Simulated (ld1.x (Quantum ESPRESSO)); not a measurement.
## What one change does to a pseudopotential (tin (Sn), TM)

* Element: tin
* Generator: ld1.x (Quantum ESPRESSO) 7.5
* Type: norm-conserving Troullier–Martins (Kleinman–Bylander form)
* Functional: PBE
* Relativity: fully relativistic
* Frozen core: [Kr] 4d10
* Valence charge: 4
* Reference configuration: 5s1.75 5p2.25
* Partial waves: 5s (bound): rc 1.80 bohr; 5p (bound): rc 2.80 bohr
* Local potential: all-electron potential smoothed inside 1.50 bohr (lloc = -1)
* Core correction: Bessel-smoothed model core inside 1.35 bohr

Open shells are filled in proportion to 2j + 1 (rel_dist='average').

Change: all radii but the core radius scaled by about 0.73 (s 1.32, p 2.06 bohr); local potential all-electron potential smoothed inside 1.10 bohr (lloc = -1).

Cutoffs: the cutoffs (Ry, on a coarse ladder) from which the occupation-weighted sum of valence levels, in a spherical-Bessel basis at the reference potential, stays within 10 and 1 mRy of its value at 400 Ry; they do not see the model core or the augmentation charge, which bear on the density cutoff. Errors are all-electron minus pseudo energies relative to the spin-unpolarised reference configuration.

Task: What does the change do?

Result: The potential gets harder (21 Ry and 40 Ry → 120 Ry and 200 Ry); the bound ghosts move from d, s to d, p, s; of the 7 tests that both files solve, the error grows in 5 and shrinks in 0 by more than 15 % and 0.3 meV (median size 0.4 → 9.1 meV). A smaller radius makes the pseudo-wave follow the all-electron one further in, where it bends more sharply, so more plane waves are needed. That the errors move this way runs against the usual rule that smaller radii transfer better.

| quantity | base | changed |
| --- | --- | --- |
| cutoff, loose | 21 Ry | 120 Ry |
| cutoff, tight | 40 Ry | 200 Ry |
| loose cutoff by channel (10 mRy a level) | s 18 Ry, p 6 Ry | s 110 Ry, p 21 Ry |
| bound ghosts | s, d | s, p3/2, p1/2, d |
| error for 5s2 5p2, meV [ΔE -1.72 eV] | -0.4 | -2.7 |
| error for 5s2 5p1, meV [ΔE 5.17 eV] | -0.4 | -9.1 |
| error for 5s2 5p0, meV [ΔE 19.14 eV] | -55 | -61 |
| error for 5s1 5p3, meV [ΔE 5.24 eV] | -2.3 | -25 |
| error for 5s2 5p2.3, meV [ΔE -2.57 eV] | 0.0 | -2.7 |
| error for 5s2 5p1.5, meV [ΔE 0.90 eV] | -0.1 | -3.7 |
| error for 5s1 5p0, meV [ΔE 50.11 eV] | -320 | -313 |

 A true bound ghost makes a file unfit for plane-wave use even where its test errors are small: the radial tests pick states by their node count and pass the ghost by.
